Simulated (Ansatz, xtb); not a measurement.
Two rigid molecules brought together: CO ··· H2S (SMILES [C-]#[O+] and S). Monomers: optimised at B3LYP-D3(BJ) (def2-TZVP), held rigid. Orientation: lowest of the rigid-body minima from ten starts at GFN2-xTB (searched outside a hard wall at short contacts). R is the distance of the centres of mass, along which the second monomer moves. The shortest distances reach bonding range, where SAPT0 and rigid monomers are unreliable.

- GFN1-xTB (xtb)
- MP2/aug-cc-pVTZ = MP2 on RHF/aug-cc-pVTZ, frozen core, counterpoise-corrected in Ansatz (a first-principles code)
- CCSD(T)/aug-cc-pVTZ = CCSD(T) on RHF/aug-cc-pVTZ, frozen core, counterpoise-corrected run with Ansatz

Interaction energies in kJ/mol:

| R / Å | GFN1-xTB | MP2/aug-cc-pVTZ |
|---|---|---|
| 2.35 | 36.71 | 180.42 |
| 2.46 | 14.86 | 135.97 |
| 2.79 | -8.02 | 54.11 |
| 2.92 | -8.65 | 36.22 |
| 3.20 | -6.13 | 13.59 |
| 3.34 | -4.60 | 7.52 |
| 3.54 | -2.93 | 2.40 |
| 3.93 | -1.34 | -1.28 |
| 4.45 | -0.69 | -1.64 |
| 5.07 | -0.34 | -1.01 |
| 6.06 | -0.04 | -0.39 |
| 7.44 | 0.06 | -0.13 |

Estimate the CCSD(T)/aug-cc-pVTZ values at these points.

2.35: 183.89; 2.46: 138.84; 2.79: 55.52; 2.92: 37.24; 3.20: 14.07; 3.34: 7.84; 3.54: 2.57; 3.93: -1.23; 4.45: -1.64; 5.07: -1.00; 6.06: -0.38; 7.44: -0.12 (kJ/mol).
